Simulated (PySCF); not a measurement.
**Two-component Hartree-Fock for Br⁷⁺ (bromine, charge +7)**

Start: [Ar] 3d10. Calculated with PySCF 2.14 in x2c-TZVPPall-2c with one added diffuse shell each of s, p, d type (7s8p5d1f, 63 functions): generalised Hartree-Fock with the X2C-1e Hamiltonian and a Gaussian nucleus; spin-orbit coupling (SO) screened by Boettger's factors.

```csv
spinor shell,electrons,"ε, screened SO (eV)",weight of nominal j (screened SO),"rms radius, screened SO (bohr)"
1s1/2,2,-13671.4,1.000,0.0492
2s1/2,2,-1937.3,1.000,0.205
2p1/2,2,-1749.7,1.000,0.180
2p3/2,4,-1701.5,1.000,0.184
3s1/2,2,-386.14,1.000,0.586
3p1/2,2,-319.29,1.000,0.597
3p3/2,4,-311.93,1.000,0.607
3d3/2,4,-195.71,1.000,0.631
3d5/2,6,-194.56,1.000,0.634
```

| quantity | screened SO |
| --- | --- |
| E (hartree) | -2591.35067 |
| M_J | 0 |
| ⟨J²⟩ | 0.000 |
| ⟨L²⟩ | 0.003 |
| ⟨S²⟩ | 0.003 |
